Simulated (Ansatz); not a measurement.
Ansatz results at the PBE0-D4/def2-TZVP geometry: LUMO energy (PBE0/def2-TZVPP) -0.31 eV; size of the dipole moment (B3LYP/def2-TZVPP) 3.64 D; LUMO energy (PBE/def2-TZVPP) -1.02 eV.

Each molecule was computed in one conformer, which needn't be the lowest.

**Question.** Which molecule gave them?
A. `[OH][Hf]([OH])([F])[Cl]`
B. `C#[C][Hf]([Cl])([Cl])[Cl]`
C. `C[Se][Hf]([OH])([F])[F]`
D. `[OH][Hf]([SH])([SH])[SH]`

**Answer.** A. The others give `[OH][Hf]([SH])([SH])[SH]`: -1.49, 1.85, -2.32; `C[Se][Hf]([OH])([F])[F]`: -0.92, 1.37, -1.77; `C#[C][Hf]([Cl])([Cl])[Cl]`: -2.38, 1.57, -3.16.

B3LYP here is the variant with VWN-RPA as its local correlation; programs differ in this.
